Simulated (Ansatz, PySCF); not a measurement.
Process, species as SMILES: FB(F)[SiH2] -> FB(F)[SiH2-] (an electron is taken up)
Geometries: B3LYP-D3(BJ)/def2-TZVP minima from Ansatz (a quantum-chemistry and plane-wave program), one conformer each, not searched for the lowest.

Wanted: adiabatic electron affinity (0 K, with B3LYP-D3(BJ) harmonic zero-point energies from PySCF), positive where the reaction releases energy, in eV. Correlated levels leave the core frozen unless marked. UHF or UKS for open shells. Spin-orbit coupling is left out. Non-relativistic. Anions need diffuse functions: aug- sets have them; def2-D sets add few; the other sets have none. CBS marks a two-point X^-3 extrapolation of the correlation energy; Hartree-Fock from the larger set.

```csv
level,program,adiabatic electron affinity (eV)
PBE0/6-31G*,Ansatz,1.47
BHLYP-D3(BJ)/def2-TZVPD,Ansatz + dftd3,1.62
CAM-B3LYP/def2-TZVPD,Ansatz,(withheld)
SCS-MP2/aug-cc-pV(D+d)Z,Ansatz,1.73
"CCSD(T)/CBS(aug-cc-pV(T+d)Z,aug-cc-pV(Q+d)Z)",Ansatz,(withheld)
```

### Question
Some entries are withheld; supply them.

### Answer

- CAM-B3LYP/def2-TZVPD, adiabatic electron affinity (eV): 1.81
- CCSD(T)/CBS(aug-cc-pV(T+d)Z,aug-cc-pV(Q+d)Z), adiabatic electron affinity (eV): 1.90
